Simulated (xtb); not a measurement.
H2Ge, triplet, at a GFN2-xTB geometry (the spin is typed, not shown lowest); GFN1-xTB with ALPB(thf) (xtb 6.7.1).

Input for xtb:
```
$ xtb mol.xyz --gfn 1 --uhf 2 --alpb thf --json

# file mol.xyz
3

Ge     0.00156420     0.00038405     0.05289050
H     -0.06808960    -1.28693347    -0.83567441
H      0.01803519     1.27464401    -0.85682148
```

The log (banner, timings and long lists left out):

```
   ID    Z sym.   atoms
    1   32 Ge     1
    2    1 H      2, 3

           -------------------------------------------------
          |                Calculation Setup                |
           -------------------------------------------------

           -------------------------------------------------
          |                 G F N 1 - x T B                 |
           -------------------------------------------------

      * Solvation model:               ALPB
        Solvent                        thf
        Parameter file                 internal GFN1-xTB/ALPB
        Dielectric constant                7.6000E+00
        Reference state                gsolv [1 M gas/solution]
        Free energy shift                  6.2343E-03 Eh       3.9121E+00 kcal/mol
        Temperature                        2.9815E+02 K
        Density                            8.8300E-01 kg/L
        Solvent mass                       7.2106E+01 g/mol
        Interaction kernel             P16
        Born radius scaling (c1)           1.7918E+00
        Born radii integrator          GBOBC
        Born offset                        0.0000E+00 a0       0.0000E+00 AA
        H-bond correction              true
        Ion screening                  false
        Surface tension                    1.0000E-05 Eh       1.5569E+01 dyn/cm
        Grid points                               230 per atom

          ...................................................
          :                      SETUP                      :
          :.................................................:
          :  # basis functions                  14          :
          :  # atomic orbitals                  13          :
          :  # shells                            7          :
          :  # electrons                         6          :
          :  # halogen bonds                     0          :
          :  max. iterations                   250          :
          :  Hamiltonian                  GFN1-xTB          :
          :  restarted?                      false          :
          :  GBSA solvation                   true          :
          :  PC potential                    false          :
          :  electronic temp.          300.0000000     K    :
          :  accuracy                    1.0000000          :
          :  -> integral cutoff          0.2500000E+02      :
          :  -> integral neglect         0.1000000E-07      :
          :  -> SCF convergence          0.1000000E-05 Eh   :
          :  -> wf. convergence          0.2000000E-04 e    :
          :  Broyden damping             0.4000000          :
          :  net charge                          0          :
          :  unpaired electrons                  2          :
          ...................................................

 iter      E             dE          RMSdq      gap      omega  full diag
   1     -2.5663855 -0.256639E+01  0.441E+00    3.99       0.0  T
   2     -2.6143292 -0.479437E-01  0.137E+00    2.31       1.0  T
   3     -2.6144895 -0.160307E-03  0.635E-01    2.27       1.0  T
   4     -2.6145170 -0.275090E-04  0.876E-02    2.20       1.0  T
   5     -2.6145169  0.855924E-07  0.274E-02    2.21       2.1  T
   6     -2.6145172 -0.266094E-06  0.243E-03    2.20      23.7  T
   7     -2.6145172 -0.708622E-08  0.111E-04    2.20     518.0  T
   8     -2.6145172 -0.128439E-10  0.811E-07    2.20   71163.3  T

   *** convergence criteria satisfied after 8 iterations ***

 transition dipole moment (au) for excitation:           3           4
     X       Y       Z
  -0.4869   0.0165   0.0143  total (au/Debye):    0.487   1.239
 dE (eV)             :    2.244
 oscillator strength :  0.18473E-01

         :::::::::::::::::::::::::::::::::::::::::::::::::::::
         ::                     SUMMARY                     ::
         :::::::::::::::::::::::::::::::::::::::::::::::::::::
         :: total energy              -2.606213231896 Eh    ::
         :: total w/o Gsasa/hb        -2.602183171014 Eh    ::
         :: gradient norm              0.021274892407 Eh/a0 ::
         :: HOMO-LUMO gap              2.204082180675 eV    ::
         ::.................................................::
         :: SCC energy                -2.614517197344 Eh    ::
         :: -> electrostatic           0.013622067660 Eh    ::
         :: -> Gsolv                  -0.004138572654 Eh    ::
         ::    -> Gelec               -0.000108511772 Eh    ::
         ::    -> Gsasa               -0.010112872780 Eh    ::
         ::    -> Ghb                 -0.000151475520 Eh    ::
         ::    -> Gshift               0.006234287418 Eh    ::
         :: repulsion energy           0.008626102146 Eh    ::
         :: dispersion energy         -0.000322136699 Eh    ::
         :: halogen bond corr.         0.000000000000 Eh    ::
         :: add. restraining           0.000000000000 Eh    ::
         :: total charge              -0.000000000000 e     ::
         :::::::::::::::::::::::::::::::::::::::::::::::::::::

           -------------------------------------------------
          |                Property Printout                |
           -------------------------------------------------

    * Orbital Energies and Occupations

         #    Occupation            Energy/Eh            Energy/eV
      -------------------------------------------------------------
         1        2.0000           -0.6282662             -17.0960
         2        2.0000           -0.4857051             -13.2167
         3        1.0000           -0.4060073             -11.0480
         4        1.0000           -0.3235318              -8.8037 (HOMO)
         5                         -0.2425333              -6.5997 (LUMO)
         6                         -0.2390129              -6.5039
         7                         -0.2185044              -5.9458
         8                         -0.2185044              -5.9458
         9                         -0.2185044              -5.9458
        10                         -0.0903112              -2.4575
        11                         -0.0831914              -2.2638
        12                          0.1683887               4.5821
        13                          0.3558795               9.6840
      -------------------------------------------------------------
                  HL-Gap            0.0809985 Eh            2.2041 eV
             Fermi-level           -0.3644444 Eh           -9.9170 eV

  Mulliken/CM5 charges         n(s)   n(p)   n(d)
     1Ge   -0.02685 -0.13633   1.649  2.286  0.092
     2H     0.01343  0.06817   0.987  0.000  0.000
     3H     0.01342  0.06816   0.987  0.000  0.000

Wiberg/Mayer (AO) data.
largest (>0.10) Wiberg bond orders for each atom

 ---------------------------------------------------------------------------
     #   Z sym  total        # sym  WBO       # sym  WBO       # sym  WBO
 ---------------------------------------------------------------------------
     1  32 Ge   1.819 --     3 H    0.909     2 H    0.909
     2   1 H    0.985 --     1 Ge   0.909
     3   1 H    0.985 --     1 Ge   0.909
 ---------------------------------------------------------------------------

Topologies differ in total number of bonds
Writing topology from bond orders to xtbtopo.mol

 dipole moment from electron density (au)
     X       Y       Z
   0.0018   0.0004   0.0605  total (Debye):    0.154

           -------------------------------------------------
          | TOTAL ENERGY               -2.606213231896 Eh   |
          | GRADIENT NORM               0.021274892407 Eh/α |
          | HOMO-LUMO GAP               2.204082180675 eV   |
           -------------------------------------------------

normal termination of xtb
```
